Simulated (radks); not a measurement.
Values are calculated unless marked as measured or tabulated.
Effect of the nuclear size on the germanium ion Ge+, [Ar] 3d10 4s2 4p1. Code: a radial shooting solver on a logarithmic mesh with Libxc functionals. Model: Dirac Kohn-Sham, exchange-only LDA, spin-unpolarised, spherical densities, finite nucleus; open shells fill j = l - 1/2 first; Fermi nuclear charge, rms radius 4.0742 fm. The rms radius is varied about that value; shifts are against it.

rms radius (fm)  total energy shift (eV)  density at nucleus (e/bohr^3)  1s1/2 shift (meV)  2s1/2 shift (meV)  3s1/2 shift (meV)  3p1/2 shift (meV)  4s1/2 shift (meV)
3.292                             -0.118                      3.199e+04              -50.0              -4.86             -0.722              0.078             -0.051
3.8297                           -0.0393                      3.169e+04              -16.7              -1.62             -0.241              0.026             -0.017
4.0742                                 0                      3.156e+04              0.000              0.000              0.000              0.000              0.000
4.2127                            0.0233                       3.15e+04               9.89              0.962              0.143             -0.015              0.010
4.8198                             0.134                      3.123e+04               56.9               5.53              0.821             -0.088              0.058

Slopes of the eigenvalues against <r^2> in GHz/fm^2, as finite differences over the two radii next to the reference (eigenvalue slopes, not the field-shift constants of lines): 1s1/2 2090, 2s1/2 203, 3s1/2 30.1, 3p1/2 -3.25, 4s1/2 2.14.
